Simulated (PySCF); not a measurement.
C4H5Br.
Geometry (PBE0-D3(BJ)/def2-SVP, Å), atoms numbered from 1 in this order:
```
atom  x, y, z in Å
C1     2.5819   -0.2028    0.1433
C2     1.4497   -0.1785   -0.2854
C3     0.0748   -0.1347   -0.7662
C4    -0.8588    0.4389    0.2908
Br5   -2.6906    0.4903   -0.3455
H6     3.5903   -0.2295    0.5125
H7     0.0168    0.4750   -1.6829
H8    -0.2577   -1.1483   -1.0443
H9    -0.8575   -0.1712    1.2026
H10   -0.5860    1.4689    0.5523
```

Computed with PySCF at CAM-B3LYP/def2-SVPD, non-relativistic, on one gas-phase PBE0-D3(BJ)/def2-SVP geometry that isn't relaxed in the solvent. The solvent is an IEF-PCM continuum (cavity from Bondi-type radii × 1.2), and excitations are vertical TDDFT with non-equilibrium linear response and a frozen core. The model holds no explicit solvent molecules, cavitation or dispersion. Spin–orbit coupling is left out although an atom past zinc is present.

Gas-phase singlets (H = HOMO, L = LUMO):

```tsv
state	E (eV)	λ (nm)	f	leading configuration
S1	6.172	201	0.000	H-1→L 62%
S2	6.248	198	0.004	H→L 63%
S3	6.356	195	0.000	H-2→L 37%
S4	6.704	185	0.015	H-3→L 27%
S5	6.808	182	0.000	H→L+4 33%
```

Task: What are the lowest 5 singlets in dichloromethane (ε = 8.93)?

Result: 
| state | E (eV) | λ (nm) | f | leading configuration | change by rank (eV) |
| --- | --- | --- | --- | --- | --- |
| S1 | 6.260 | 198 | 0.001 | H-2→L 66% | +0.088 |
| S2 | 6.338 | 196 | 0.007 | H→L 56% | +0.090 |
| S3 | 6.399 | 194 | 0.000 | H-1→L 28% | +0.043 |
| S4 | 6.751 | 184 | 0.021 | H-3→L 25% | +0.047 |
| S5 | 6.865 | 181 | 0.000 | H→L+4 31% | +0.057 |

Task: How does the list change in water (ε = 78.36)?

Result: 
```json
{"state": "S1", "E (eV)": "6.279", "λ (nm)": "197", "f": "0.001", "leading configuration": "H-2→L 70%", "change by rank (eV)": "+0.107"}
{"state": "S2", "E (eV)": "6.359", "λ (nm)": "195", "f": "0.008", "leading configuration": "H→L 55%", "change by rank (eV)": "+0.111"}
{"state": "S3", "E (eV)": "6.409", "λ (nm)": "193", "f": "0.000", "leading configuration": "H-1→L 30%", "change by rank (eV)": "+0.053"}
{"state": "S4", "E (eV)": "6.766", "λ (nm)": "183", "f": "0.019", "leading configuration": "H-3→L 25%", "change by rank (eV)": "+0.062"}
{"state": "S5", "E (eV)": "6.880", "λ (nm)": "180", "f": "0.000", "leading configuration": "H→L+5 30%", "change by rank (eV)": "+0.072"}
```

Task: The ground-state energy changes by -0.196 eV from gas to water. By how much does the total energy of gas-phase S2 change?

Result: E(S2) = E(S0) + excitation energy, so it changes by -0.196 + 0.111 = -0.085 eV: it is lowered less than the ground state, which is what a blue shift means. This is the vertical state, with the slow part of the continuum still set for S0.

Task: How do the frontier levels move from gas to water?

Result: 
```csv
orbital,gas (eV),solvent (eV),change (eV),"Löwdin shares, gas","Löwdin shares, solvent"
LUMO+2,1.78,1.84,+0.06,"C1 34 %, Br5 27 %, C2 13 %, H6 12 %","C1 37 %, Br5 23 %, C2 17 %, H6 8 %"
LUMO+1,1.32,1.40,+0.08,"Br5 33 %, C4 14 %, C1 13 %, C2 11 %","Br5 39 %, C1 12 %, C4 11 %, C2 10 %"
LUMO,0.52,0.61,+0.09,"Br5 53 %, C4 17 %, C1 8 %, C2 6 %","Br5 58 %, C4 18 %, C1 7 %, C2 6 %"
HOMO,-9.37,-9.35,+0.02,"Br5 44 %, C1 20 %, C2 18 %, C4 8 %","Br5 32 %, C1 25 %, C2 24 %, C4 7 %"
HOMO-1,-9.39,-9.37,+0.02,"Br5 50 %, C1 19 %, C2 18 %, C4 5 %","C1 38 %, C2 36 %, Br5 10 %, C3 7 %"
HOMO-2,-9.50,-9.48,+0.02,"Br5 33 %, C1 22 %, C2 21 %, C4 7 %","Br5 72 %, C4 12 %"
HOMO-3,-9.72,-9.73,-0.01,"Br5 42 %, C2 23 %, C1 22 %, C4 5 %","Br5 53 %, C2 17 %, C1 16 %, C4 6 %"
```

The HOMO–LUMO gap goes from 9.89 to 9.96 eV. Rows go by rank; for HOMO-3, HOMO-2, HOMO-1 and HOMO the atom shares or the degeneracy differ between the runs, so the row needn't follow one orbital.

Time: 31 s wall; peak memory 0.79 GiB. Hardware: Intel Xeon Platinum 8259CL at 2.50 GHz, one thread, on a shared host. This is the whole response run at CAM-B3LYP/def2-SVPD in water, SCF included.
